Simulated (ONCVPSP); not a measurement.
## Transferability test, ONCV potential for Al (Z = 13)

aluminium (Al), optimised norm-conserving Vanderbilt (ONCV), made with ONCVPSP 4.0.1 (PBEsol, scalar-relativistic). Core [Ne], reference 3s2 3p1. Waves: 3s: rc 2.15 bohr, ncon 4, nbas 8, qcut 3.8 1/bohr, 1 projector; 3p: rc 2.05 bohr, ncon 4, nbas 8, qcut 3.7 1/bohr, 3 projectors, debl 4 Ha; d scattering state at 0.04 Ha: rc 2.10 bohr, ncon 5, nbas 9, qcut 3.9 1/bohr, 1 projector. Local part: polynomial inside 1.95 bohr (lpopt 5, dvloc0 0 Ha). Core correction: polynomial model core, fcfact 0.5.

Energies are relative to the spin-unpolarised reference configuration 3s2 3p1; without spin polarisation the order of configurations can differ from experiment.

```json
{"valence configuration": "3s1 3p0", "charge": "+2", "ΔE all-electron (eV)": "24.907", "error AE − PS (meV)": "+18"}
{"valence configuration": "3s2 3p0.5", "charge": "+0.5", "ΔE all-electron (eV)": "2.074", "error AE − PS (meV)": "+0.2"}
```

What are ΔE and the potential's error for 3s1 3p2?

ΔE = 5.119 eV all-electron; the error (AE − PS) is -2.5 meV.

What are ΔE and the potential's error for 3s2 3p0?

ΔE = 5.736 eV all-electron; the error (AE − PS) is +2.0 meV.
